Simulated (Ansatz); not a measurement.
Molecule: sum formula SiHF, charge 0, multiplicity 1. SMILES: F[SiH]
Coordinates optimised at B3LYP-D3(BJ)/def2-TZVP (Ansatz, a first-principles code):
```xyz
3

Si    -0.2468    -0.3148     0.4521
H     -0.9813    -1.2112    -0.5591
F      0.4929     0.6243    -0.6411
```
Charge 0, spin multiplicity 1.

CCSD(T) with Ansatz in growing basis sets, 12 correlated electrons. Correlated levels leave the core frozen unless marked. Open shells are spin-unrestricted. Spin-orbit coupling is left out. Non-relativistic. Costs are ratios of core time to the smallest set, on shared machines of one kind, and rough; they hold the program's checks for lower states.

```json
[
 {"basis": "aug-cc-pV(T+d)Z", "functions": "124", "cost over smallest": "1×", "E(corr) (Eh)": "-0.3931", "electronic atomisation energy (kcal/mol)": "214.6"},
 {"basis": "aug-cc-pV(Q+d)Z", "functions": "215", "cost over smallest": "4×", "E(corr) (Eh)": "-0.4177", "electronic atomisation energy (kcal/mol)": "218.6"}
]
```

Formally CCSD grows as o²v⁴ and (T) as o³v⁴; with o = 6 and v going from 112 to 203 both grow 11-fold in the last step, while integrals and the mean field grow more slowly. That step adds 24.6 mEh of correlation energy and 4.0 kcal/mol to the atomisation energy.
